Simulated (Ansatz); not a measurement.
Coupled-cluster diagnostics for n-GeGeSiH8 (SiGe₂H₈), Ansatz.

Geometry of the singlet (PBE0-D4/def2-SVP):

```xyz
11

Ge    1.589   -0.619   -1.061
Ge   -0.052    0.969   -0.246
Si   -1.565   -0.099    1.252
H     0.893   -1.711   -1.896
H     2.304   -1.293    0.126
H     2.644    0.078   -1.940
H     0.669    2.125    0.478
H    -0.825    1.568   -1.438
H    -2.585    0.865    1.768
H    -0.805   -0.666    2.409
H    -2.267   -1.216    0.547
```

Correlated methods freeze 23 core orbitals; core or outer-core shells of Ge are correlated, in sets that lack core-valence functions.

Problem. Estimate the CCSD(T) correlation energy, the shares of MP2 and (T), T1 and the reference's ⟨S²⟩ for: charge 0, singlet, own geometry in def2-SVP; and the rough time on 2 threads of Arm Neoverse V1 on a shared host.

Solution. 
| state | basis | correlation (eV) | MP2 share (%) | (T) share (%) | T1 | ⟨S²⟩ (pure) | wall time |
| --- | --- | --- | --- | --- | --- | --- | --- |
| charge 0, singlet, own geometry | def2-SVP | -17.392 | 90.6 | 2.7 | 0.010 | 0.00 (0.00) | 21 s |
Customary marks for T1 are 0.02 (closed shells), 0.045 (open shells) and about 0.05 (3d metals). T1 stays under 0.02 throughout.
